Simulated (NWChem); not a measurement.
CH₇GeN; SMILES [CH3][GeH2][NH2]

```xyz
10

Ge    -0.3520     0.0340     0.0000
C      0.6742    -1.6355     0.0000
N      0.6546     1.5766     0.0000
H     -1.2318     0.0961     1.2656
H     -1.2318     0.0961    -1.2656
H      1.3141    -1.6997    -0.8927
H      1.3141    -1.6997     0.8927
H     -0.0066    -2.5006     0.0000
H      1.2387     1.6982    -0.8234
H      1.2387     1.6982     0.8234
```
Atoms are numbered in this order, from 1.

Program: NWChem. Geometry: optimised at PBE0/def2-SVP.

For level Hartree-Fock/pcseg-2:

```
Property                      Value
---------------------------  ------
highest occupied level (eV)  -10.53
orbital gap (eV)              13.03
dipole (D)                     1.71
```

Problem. How do the values read with level Hartree-Fock/STO-3G instead?

Solution. 
* **highest occupied level (eV)**: -8.02
* **orbital gap (eV)**: 20.41
* **dipole (D)**: 1.39
